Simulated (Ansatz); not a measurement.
Input for Ansatz (an electronic-structure program): U-PBE0/def2-TZVPP on SiP-, 2S+1 = 5, a spin state set in the input, which need not be the lowest. Charge -1.

Ansatz 0.2 input:
```yaml
crystal:
  periodic: [false, false, false]
  atoms:
    - {symbol: Si, position_ang: [0.00000000, 0.00000000, 0.00000000]}
    - {symbol: P, position_ang: [0.00000000, 0.00000000, 2.07100000]}
basis:
  gaussian:
    orbitals: def2-TZVPP
hamiltonian:
  xc: {name: PBE0}
total_charge: -1
magnetization: {spin_polarized: true, initial_magnetization: 4}
relax: {f_tol: 0.002, max_steps: 120}
```

Task: Predict the final total energy.

Result: -630.4987 hartree.

Task: How many basis functions does it have, and what does it roughly cost on one machine?

Result: 84 functions; very roughly 18 core-seconds.
